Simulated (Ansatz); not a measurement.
Two isomers of CH4GeOS: A = `C[S][Ge][OH]`, B = `C[O][Ge][SH]`.

Isolated molecules relaxed with PBE0-D4/def2-TZVP in Ansatz; ΔE leaves out vibrations. CBS: MP2 limit from def2 TZ/QZ plus the TZ coupled-cluster correction, frozen cores. Functionals use def2-TZVPP. B3LYP here is the variant with VWN-RPA as its local correlation; programs differ in this. For Ge outer-core shells are correlated without core-valence functions, which leaves a few kJ/mol of doubt a bond. Scalar relativity is left out up to krypton. Each species was taken in one conformer, which may not be the lowest.

Problem. Which is lower in electronic energy at CCSD(T)/CBS, and by how much? (An estimate is asked.)

Solution. Ansatz gave: A, by 11.6 kcal/mol.

Problem. Give E(B) − E(A) in kcal/mol with HF/def2-TZVPP, PBE0-D4, ωB97M-V, B3LYP-D4, CCSD(T)/def2-TZVPP, B2PLYP, PBE-D4. (Estimate.)

Solution. The calculation gave: HF/def2-TZVPP 9.3, PBE0-D4 11.2, ωB97M-V 10.8, B3LYP-D4 9.5, CCSD(T)/def2-TZVPP 10.5, B2PLYP 10.5, PBE-D4 10.8. None reverses the order clearly.

Largest T1 diagnostic: 0.015.

In def2-TZVPP, CCSD(T) changes the Hartree–Fock value by +1.2 kcal/mol (the triples alone add +0.2 kcal/mol) and MP2 by +2.9 kcal/mol.
